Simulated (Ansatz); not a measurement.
Harmonic frequencies (cm⁻¹) at PBE0-D4/def2-TZVP from Ansatz: 28, 46, 59, 105, 150, 195, 254, 308, 406, 497, 517, 608, 728, 733, 777, 810, 863, 902, 914, 934, 940, 952, 958, 987, 1124, 2202, 2215, 2216, 2224, 2237, 2240, 2248, 3923.

Each molecule was computed in one conformer, which needn't be the lowest.

(1) Which molecule is it?
A. `O[SiH2][SiH2]O[SiH3]`
B. `[SiH3]O[SiH2]O[SiH3]`
C. `CN[Si](Cl)(Cl)NC`
D. `O[SiH]([SiH3])O[SiH3]`

Results:

(1) D.
